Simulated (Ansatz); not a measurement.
C2H8BNO, relaxed with RKS PBE-D4/def2-SVP in Ansatz 0.2.0 from a rough embedded geometry. The force threshold is 0.03 eV/Å; the program also tests the step.

Total charge 0; spin multiplicity 1. The bonds changed during the relaxation, so this is another structure than the one it started from.

Start:

```xyz
13

B     0.526   -1.391   -0.504
C    -0.194   -0.014   -0.277
C     0.557    0.870    0.780
N    -1.580   -0.283    0.120
O    -0.284    0.676   -1.507
H     0.187   -2.203   -1.259
H     1.571   -1.625    0.084
H     0.579    0.385    1.703
H     1.573    1.054    0.394
H    -0.010    1.813    0.866
H    -2.090    0.557    0.258
H    -1.524   -0.740    1.118
H     0.688    0.901   -1.775
```

(1) How much energy does the relaxation release, and in how many steps? (An estimate is asked.)

(2) Which bonds change most? (Best estimate.)

(3) Give the relaxed structure. (Estimate.)

Answers

(1) Ansatz gave: 277.30 kJ/mol, in 56 steps, 6 of them rejected.

(2) Ansatz gave: C2–H7 from 2.417 to 1.135 Å; B1–O5 from 2.436 to 1.362 Å; N4–H12 from 1.099 to 1.028 Å; B1–H6 from 1.160 to 1.229 Å.

(3) Computed: 
```xyz
13

B     0.345   -0.696   -1.062
C    -0.158   -0.202    0.353
C     0.418    1.148    0.793
N    -1.625   -0.176    0.409
O     1.514   -0.214   -1.566
H    -0.277   -1.558   -1.679
H     0.298   -0.989    1.032
H     1.523    1.160    0.712
H     0.012    1.963    0.159
H     0.150    1.380    1.846
H    -1.945   -0.131    1.386
H    -2.009   -1.050    0.028
H     1.754   -0.635   -2.410
```
